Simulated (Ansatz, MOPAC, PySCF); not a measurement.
Molecule: CH5BO3, net charge 0, singlet state. SMILES: COB(O)O
Geometry from a B3LYP-D3(BJ)/def2-TZVP (Ansatz, a quantum-chemistry and plane-wave program) optimisation:
```xyz
10

C      1.5112    -0.2567     1.1330
O      0.8895     0.3703     0.0153
B     -0.4006     0.0815    -0.3171
O     -0.9788     0.6980    -1.3984
O     -1.1250    -0.8187     0.4185
H      0.9774    -0.0274     2.0570
H      2.5273     0.1286     1.1975
H      1.5420    -1.3404     1.0063
H     -0.3778     1.3077    -1.8373
H     -2.0185    -0.9328     0.0809
```

Wanted: vertical ionisation energy to the doublet, in eV. Terms: each state is the SCF solution reached for its charge and spin; open shells spin-unrestricted; valence correlation only; dispersion terms only where a functional's name holds one; 6-31G* and kin with 6d, 5d where marked; spin-orbit terms left out; non-relativistic. CBS marks a two-point X^-3 extrapolation of the correlation energy; Hartree-Fock from the larger set. The bracket is a focal-point correction in the basis named. First-principles rows: single points at B3LYP-D3(BJ) geometries (Ansatz). Semi-empirical rows: differences of heats of formation at the shared geometry for vertical values.

| species | coefficient | E at M06-2X/6-31G* (5d) (PySCF), Eh | E at wB97M-V/def2-TZVPD (Ansatz), Eh | heat of formation at PM6 (MOPAC), kcal/mol |
|---|---|---|---|---|
| charge 1, doublet | +1 | -291.25656 | -291.41452 | 23.03 |
| charge 0, singlet | -1 | -291.65918 | -291.81969 | -222.37 |

Coupled cluster (Ansatz) is a level with limits of its own, used here on species with T1 under 0.025 (0.045 for open shells) and stable references: RI-MP2/CBS(aug-cc-pVTZ,aug-cc-pVQZ)+[CCSD(T)-MP2]/aug-cc-pVTZ. Value to compare with, RI-MP2/CBS(aug-cc-pVTZ,aug-cc-pVQZ)+[CCSD(T)-MP2]/aug-cc-pVTZ (Ansatz): 11.34 eV. 1 Eh = 27.2114 eV and 1 eV = 23.0605 kcal/mol.

Q: Work the quantity out at each level, and compare with RI-MP2/CBS(aug-cc-pVTZ,aug-cc-pVQZ)+[CCSD(T)-MP2]/aug-cc-pVTZ (Ansatz).

A: 
- M06-2X/6-31G* (5d): the sum of coefficient times E is 0.40262 Eh, or 10.956 eV. Result: 10.96 eV. Its difference against RI-MP2/CBS(aug-cc-pVTZ,aug-cc-pVQZ)+[CCSD(T)-MP2]/aug-cc-pVTZ (Ansatz) is -0.38 eV.
- wB97M-V/def2-TZVPD: the sum of coefficient times E is 0.40517 Eh, or 11.025 eV. Result: 11.03 eV. Its difference against RI-MP2/CBS(aug-cc-pVTZ,aug-cc-pVQZ)+[CCSD(T)-MP2]/aug-cc-pVTZ (Ansatz) is -0.31 eV.
- PM6: the sum of coefficient times heat of formation is 245.40 kcal/mol, or 10.64 eV. Its difference against RI-MP2/CBS(aug-cc-pVTZ,aug-cc-pVQZ)+[CCSD(T)-MP2]/aug-cc-pVTZ (Ansatz) is -0.70 eV.
